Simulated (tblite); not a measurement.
Parent: `[CH2:1]=[C:2]([SiH2:3][NH2:4])[C:5]([CH3:6])=[O:7]` with C1–C2–Si3–N4 -7°, C2–Si3–N4–H 171° and -55°, C1–C2–C5–C6 16°, C4H9NOSi.

Computed geometry: GFN2-xTB, gas phase. One conformer each, not checked by frequencies here.

```json
{"coordinate of the parent": "C1=C2", "value": "1.329 Å"}
{"coordinate of the parent": "C2–Si3", "value": "1.897 Å"}
{"coordinate of the parent": "Si3–N4", "value": "1.729 Å"}
{"coordinate of the parent": "C2–C5", "value": "1.469 Å"}
{"coordinate of the parent": "C5–C6", "value": "1.508 Å"}
{"coordinate of the parent": "C5=O7", "value": "1.215 Å"}
{"coordinate of the parent": "C1–C2–Si3", "value": "126.5°"}
{"coordinate of the parent": "C1–C2–C5", "value": "123.7°"}
{"coordinate of the parent": "Si3–C2–C5", "value": "109.6°"}
{"coordinate of the parent": "C2–Si3–N4", "value": "104.8°"}
{"coordinate of the parent": "C2–C5–C6", "value": "119.5°"}
{"coordinate of the parent": "C2–C5–O7", "value": "118.5°"}
{"coordinate of the parent": "C6–C5–O7", "value": "122.0°"}
```

Question: How does the shared frame change in `[CH2:1]=[C:2]([SiH2:3][NH2:4])[C:5](=[O:6])[CH2:7][O:8][CH3:9]` with C1–C2–Si3–N4 72°, C2–Si3–N4–H -99° and 40°, C1–C2–C5–O6 37°, C2–C5–C7–O8 19°, C5–C7–O8–C9 -170°, C5H11NO2Si? Atoms pair as C1 = C1, C2 = C2, Si3 = Si3, N4 = N4, C5 = C5, C6 = C7, O7 = O6 (parent first).

Answer: 
| parent | relative | value in the relative | change |
| --- | --- | --- | --- |
| C1=C2 | C1=C2 | 1.331 Å | +0.002 |
| C2–Si3 | C2–Si3 | 1.901 Å | +0.004 |
| Si3–N4 | Si3–N4 | 1.723 Å | -0.006 |
| C2–C5 | C2–C5 | 1.465 Å | -0.004 |
| C5–C6 | C5–C7 | 1.522 Å | +0.014 |
| C5=O7 | C5=O6 | 1.211 Å | -0.004 |
| C1–C2–Si3 | C1–C2–Si3 | 122.4° | -4.1 |
| C1–C2–C5 | C1–C2–C5 | 118.2° | -5.5 |
| Si3–C2–C5 | Si3–C2–C5 | 119.4° | +9.8 |
| C2–Si3–N4 | C2–Si3–N4 | 114.5° | +9.7 |
| C2–C5–C6 | C2–C5–C7 | 114.8° | -4.7 |
| C2–C5–O7 | C2–C5–O6 | 124.5° | +6.0 |
| C6–C5–O7 | C7–C5–O6 | 120.6° | -1.4 |

Of the parent's bonds, C5–C6 changes most (+0.014 Å). Bonds of the relative outside the shared frame: C7–O8 1.404, O8–C9 1.406 Å. Point group C1 → C1.

Question: How does the shared frame change in `[CH2:1]=[C:2]([SiH2:3][NH2:4])[C:5](=[O:6])[CH2:7][CH2:8][NH2:9]` with C1–C2–Si3–N4 110°, C2–Si3–N4–H -173° and 54°, C1–C2–C5–O6 -170°, C2–C5–C7–C8 174°, C5–C7–C8–N9 -175°, C5H12N2OSi? Atoms pair as C1 = C1, C2 = C2, Si3 = Si3, N4 = N4, C5 = C5, C6 = C7, O7 = O6 (parent first).

Answer: 
```csv
parent,relative,value in the relative,change
C1=C2,C1=C2,1.329 Å,0.000
C2–Si3,C2–Si3,1.898 Å,+0.001
Si3–N4,Si3–N4,1.722 Å,-0.007
C2–C5,C2–C5,1.472 Å,+0.003
C5–C6,C5–C7,1.511 Å,+0.003
C5=O7,C5=O6,1.217 Å,+0.002
C1–C2–Si3,C1–C2–Si3,124.9°,-1.6
C1–C2–C5,C1–C2–C5,123.7°,0.0
Si3–C2–C5,Si3–C2–C5,111.4°,+1.8
C2–Si3–N4,C2–Si3–N4,105.7°,+0.9
C2–C5–C6,C2–C5–C7,119.3°,-0.2
C2–C5–O7,C2–C5–O6,118.8°,+0.3
C6–C5–O7,C7–C5–O6,121.9°,-0.1
```

Of the parent's bonds, Si3–N4 changes most (-0.007 Å). Bonds of the relative outside the shared frame: C7–C8 1.527, C8–N9 1.455 Å. Point group C1 → C1.

Question: How does the shared frame change in `[CH:1]#[C:2][CH2:3][C:4](=[O:5])[C:6](=[CH2:7])[SiH2:8][NH2:9]` with C2–C3–C4–O5 130°, C3–C4–C6–C7 -33°, C4–C6–Si8–N9 -171°, C6–Si8–N9–H 52° and -172°, C6H9NOSi? Atoms pair as C1 = C7, C2 = C6, Si3 = Si8, N4 = N9, C5 = C4, C6 = C3, O7 = O5 (parent first).

Answer: 
```json
{"parent": "C1=C2", "relative": "C7=C6", "value in the relative": "1.329 Å", "change": "0.000"}
{"parent": "C2–Si3", "relative": "C6–Si8", "value in the relative": "1.897 Å", "change": "0.000"}
{"parent": "Si3–N4", "relative": "Si8–N9", "value in the relative": "1.726 Å", "change": "-0.003"}
{"parent": "C2–C5", "relative": "C6–C4", "value in the relative": "1.465 Å", "change": "-0.004"}
{"parent": "C5–C6", "relative": "C4–C3", "value in the relative": "1.524 Å", "change": "+0.016"}
{"parent": "C5=O7", "relative": "C4=O5", "value in the relative": "1.212 Å", "change": "-0.003"}
{"parent": "C1–C2–Si3", "relative": "C7–C6–Si8", "value in the relative": "125.4°", "change": "-1.1"}
{"parent": "C1–C2–C5", "relative": "C7–C6–C4", "value in the relative": "123.3°", "change": "-0.4"}
{"parent": "Si3–C2–C5", "relative": "Si8–C6–C4", "value in the relative": "110.9°", "change": "+1.3"}
{"parent": "C2–Si3–N4", "relative": "C6–Si8–N9", "value in the relative": "104.4°", "change": "-0.4"}
{"parent": "C2–C5–C6", "relative": "C6–C4–C3", "value in the relative": "118.1°", "change": "-1.4"}
{"parent": "C2–C5–O7", "relative": "C6–C4–O5", "value in the relative": "120.4°", "change": "+1.9"}
{"parent": "C6–C5–O7", "relative": "C3–C4–O5", "value in the relative": "121.5°", "change": "-0.5"}
```

Of the parent's bonds, C5–C6 changes most (+0.016 Å). Bonds of the relative outside the shared frame: C1≡C2 1.196, C2–C3 1.446 Å. Point group C1 → C1.

Question: How does the shared frame change in `[CH2:1]=[C:2]([CH3:3])[CH2:4][C:5](=[O:6])[C:7](=[CH2:8])[SiH2:9][NH2:10]` with C1–C2–C4–C5 105°, C2–C4–C5–O6 5°, C4–C5–C7–C8 -60°, C5–C7–Si9–N10 -11°, C7–Si9–N10–H 43° and -179°, C7H13NOSi? Atoms pair as C1 = C8, C2 = C7, Si3 = Si9, N4 = N10, C5 = C5, C6 = C4, O7 = O6 (parent first).

Answer: 
```csv
parent,relative,value in the relative,change
C1=C2,C8=C7,1.326 Å,-0.003
C2–Si3,C7–Si9,1.901 Å,+0.004
Si3–N4,Si9–N10,1.716 Å,-0.013
C2–C5,C7–C5,1.473 Å,+0.004
C5–C6,C5–C4,1.521 Å,+0.013
C5=O7,C5=O6,1.211 Å,-0.004
C1–C2–Si3,C8–C7–Si9,122.4°,-4.1
C1–C2–C5,C8–C7–C5,122.4°,-1.3
Si3–C2–C5,Si9–C7–C5,115.1°,+5.5
C2–Si3–N4,C7–Si9–N10,105.4°,+0.6
C2–C5–C6,C7–C5–C4,114.0°,-5.5
C2–C5–O7,C7–C5–O6,122.2°,+3.7
C6–C5–O7,C4–C5–O6,123.8°,+1.8
```

Of the parent's bonds, Si3–N4 and C5–C6 change most and about equally (-0.013 to +0.013 Å). Bonds of the relative outside the shared frame: C1=C2 1.323, C2–C3 1.496, C2–C4 1.501 Å. Point group C1 → C1.
